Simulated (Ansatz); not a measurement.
**Relative stability**

The two ends of one reaction step of BNH$_{3}$ClO, singlet (PBE0-D4/def2-TZVP).

A:

```
7
angstrom
B -0.1985 0.4273 0.2275
N 0.7894 -0.5059 -0.1122
O -1.4978 0.3791 -0.1728
H -1.7109 -0.3705 -0.7321
Cl 0.2545 1.7956 1.2644
H 0.6296 -1.3112 -0.6908
H 1.7336 -0.4143 0.2158
```

B:

B1  (-0.595, 0.633, 0.347)
N2  (0.345, -0.512, -0.360)
O3  (-1.731, 0.813, -0.118)
H4  (-0.214, -0.905, -1.113)
Cl5  (0.383, 1.337, 1.688)
H6  (0.607, -1.246, 0.294)
H7  (1.204, -0.119, -0.737)
(Å)

Computed with Ansatz 0.2.0 (basis: def2-TZVPP); correlated methods freeze the cores. B3LYP uses VWN-RPA correlation.

Task: Which structure is lower at CCSD(T), and by how much? (An estimate is asked for; the value comes from the calculation.)

Result: By the calculation: A, by 1.215 eV (electronic energy, against the other). By their contacts, A is BNH₃ClO ([NH2][B]([OH])[Cl]) and B is BNH₃ClO ([NH3][B]([O])[Cl]).

All methods give the same order:

```
      method  E(B) − E(A) (eV)
       SPW92             1.199
      PBE-D4             1.107
     BLYP-D4             1.081
   r2SCAN-D4             1.212
      B97M-V             1.243
     PBE0-D4             1.243
    B3LYP-D4             1.203
  r2SCAN0-D4             1.304
    BHLYP-D4             1.350
CAM-B3LYP-D4             1.269
     wB97X-V             1.262
     wB97M-V             1.248
      B2PLYP             1.192
    PBE-QIDH             1.278
  RPA on PBE             1.168
          HF             1.495
         MP2             1.182
        CCSD             1.275
     CCSD(T)             1.215
```

The T1 diagnostic stays at or below 0.014.

Labels in which every atom is bracketed show which atoms are joined, not bond orders.

For scale, one of the runs: CCSD(T)/def2-TZVPP, 177 basis functions, launched by `ansatz run in.yaml --threads 2 --pin off --events-out ev --progress --plain --max-ram 4352MiB`. The run took 42 s on 2 CPU threads (shared host), with 1.7 GiB of host memory at its peak.
